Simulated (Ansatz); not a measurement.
Molecule: C₄H₄NS, net charge -1, singlet state. It need not be the lowest isomer of its formula. Whether it binds its extra electron was not tested at this geometry. SMILES: c1([c-]scc1)N
Coordinates optimised at B3LYP-D3(BJ)/def2-TZVP (Ansatz, an electronic-structure program):
```xyz
10

N     -2.1918    -0.7423    -0.6729
C     -0.8738    -0.2993    -0.2558
C     -0.6132     1.0114     0.1013
S      1.0873     1.0469     0.4475
C      1.3985    -0.6372     0.1426
C      0.2209    -1.2211    -0.2438
H     -2.7811     0.0845    -0.6380
H     -2.5718    -1.3909     0.0129
H      2.3700    -1.1037     0.2352
H      0.1335    -2.2666    -0.5261
```
Charge -1, spin multiplicity 1.

Parts of the frozen-core correlation energy in cc-pV(T+d)Z (Ansatz, hartree). Frozen orbitals: 10; correlated occupied orbitals by spin: 16 and 16; virtual: 219 and 219. Spin-orbit coupling is left out. No relativistic terms. The restricted reference is unstable.

| term | value |
|---|---|
| reference (HF) | -605.79239 |
| MP2 opposite-spin | -0.76825 |
| MP2 same-spin | -0.26894 |
| CCSD correlation | -1.05599 |
| (T) | -0.05927 |
| T1 diagnostic | 0.015 |
| largest doubles amplitude | 0.055 |
